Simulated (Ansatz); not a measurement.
This geometry of ClF5Mo + H2 (9 atoms, charge 0, multiplicity 1) is a first-order saddle point.

Level of theory: RKS BLYP-D4/def2-SVP in Ansatz 0.2.0.

```xyz
9
Properties=species:S:1:pos:R:3
Mo -0.134 0.148 -0.043
F 0.415 0.533 1.987
F 1.717 -0.035 0.005
F -0.049 1.991 -0.151
Cl -2.346 0.114 -0.956
F -0.359 -1.571 0.597
F 0.184 -0.200 -1.840
H -1.540 0.533 1.164
H -0.839 0.604 1.782
```

Task: Which two structures does it join? (They come from a converged band through this point; their orientation in space is the band's.)

Result: Bonds broken: H8–H9. Bonds formed: Mo1–H8, F2–H9. ClF5Mo + H2 becomes ClF5H2Mo.

Initial state:

```xyz
9
Properties=species:S:1:pos:R:3
Mo 0.137 -0.295 -0.263
F -0.054 -0.194 1.583
F 1.979 -0.128 -0.038
F 0.027 1.553 -0.386
Cl -2.140 -0.497 -0.533
F 0.327 -2.138 -0.138
F 0.409 -0.400 -2.096
H -2.008 2.386 2.025
H -1.626 1.830 2.391
```

Final state:

```xyz
9
Properties=species:S:1:pos:R:3
Mo -0.300 -0.015 -0.177
F -0.032 0.595 2.235
F 1.535 -0.106 0.234
F -0.156 1.856 0.031
Cl -2.253 -0.783 -1.264
F -0.386 -1.622 0.732
F 0.185 0.263 -1.950
H -1.697 0.419 0.643
H 0.154 1.509 2.059
```

Task: How far does it lie above each of them?

Result: 37.7 kcal/mol above the first and 11.1 kcal/mol above the second. This is the barrier of this one path; another mechanism may lie lower. The orbitals stay closed-shell, which can raise the energy where a bond breaks towards radicals; this wasn't checked here.

Time of the run: 2.3 min on 4 threads of AMD EPYC 9R45 96-Core Processor (Zen 5), on a shared host, peak memory 0.22 GiB.
